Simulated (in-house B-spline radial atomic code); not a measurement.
The numbers below are computed, except where a source is named.
## Xe in electron gases of falling density

A nucleus sits in a uniform electron gas with a rigid positive background. The Kohn-Sham equations are solved self-consistently in the spin-unpolarised LDA (PW92), non-relativistic, on B-splines with outgoing waves at the boundary and partial waves to l = 8. The model has no lattice, no bands and no magnetic solution. Atomic units; δ_l are the phase shifts at the Fermi level, counted so that each bound state adds π, and good to about 0.0005.

| r_s (bohr) | k_F | δ0/π | δ1/π | δ2/π | shallowest bound level (hartree) | σ_tr (bohr²) | Q (a.u.) |
| --- | --- | --- | --- | --- | --- | --- | --- |
| 1.5 | 1.2794 | 4.140 | 3.376 | 2.251 | s -0.256 | 14.13 | 1.279 |
| 1.65 | 1.1631 | 4.218 | 3.445 | 2.277 | p -0.00291 | 19.03 | 1.176 |
| 1.8 | 1.0662 | 4.284 | 3.503 | 2.289 | p -0.0265 | 27.08 | 1.182 |
| 2 | 0.9596 | 4.357 | 3.566 | 2.289 | p -0.0533 | 40.34 | 1.155 |
| 2.07 | 0.9271 | 4.380 | 3.586 | 2.286 | p -0.0616 | 45.36 | 1.132 |
| 2.2 | 0.8723 | 4.420 | 3.620 | 2.278 | p -0.0762 | 54.87 | 1.073 |
| 2.4 | 0.7996 | 4.475 | 3.666 | 2.261 | p -0.0969 | 69.06 | 0.954 |
| 2.67 | 0.7188 | 4.540 | 3.721 | 2.234 | p -0.122 | 84.78 | 0.764 |
| 3 | 0.6397 | 4.611 | 3.777 | 2.200 | p -0.147 | 94.85 | 0.537 |
| 3.3 | 0.5816 | 4.667 | 3.821 | 2.170 | p -0.165 | 94.19 | 0.364 |
| 4 | 0.4798 | 4.772 | 3.897 | 2.110 | p -0.194 | 68.53 | 0.123 |

Q = n k_F σ_tr, with n = 3/(4π r_s³).

(1) How does the screening charge move between partial waves as the gas thins?

(2) What end-to-end powers of r_s do the first and last rows give for σ_tr and Q?

## Answers

(1) By (2/π)(2l + 1) δ_l, at r_s = 1.5 it is s 8.28, p 20.26, d 22.51, f and beyond 2.96, and at r_s = 4 s 9.54, p 23.38, d 21.10, f and beyond -0.02. The free atom is [Kr] 4d10 5s2 5p6.

(2) σ_tr goes as r_s^+1.61 and Q as r_s^-2.39. Since n k_F/k_F² goes as r_s⁻², Q = 4π n Σ/k_F would fall as r_s⁻² at fixed phase shifts; the sum Σ (l + 1) sin²(δ_l − δ_(l+1)) is 1.840 in the first row and 1.255 in the last, and ranges from 1.26 to 3.51 between them, so these powers are no law.
